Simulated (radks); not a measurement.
Q: The nitrogen ion N4+, [He] 2s1. Calculated with a radial shooting solver on a logarithmic mesh with Libxc functionals: non-relativistic Kohn-Sham, PBE, spin-polarised, spherical densities, point nucleus. Every spin shell is full or empty, so the densities are truly spherical. Functionals are evaluated on that one density, not self-consistently. Rank these exchange functionals by their error against the exact value of the orbitals, and give that value: LDA, B88, PBE, RPBE, B86b, G96, APBE, TPSS, MS2, TASK.

A: Exact: -4.66478 hartree. From best to worst, with 100 (|E| - |E exact|)/|E exact| (equal figures are ties): G96 -0.12, APBE +0.26, RPBE +0.30, B88 -0.32, TPSS +0.36, B86b -0.40, MS2 +0.41, PBE -1.30, TASK -1.60, LDA -13.29.
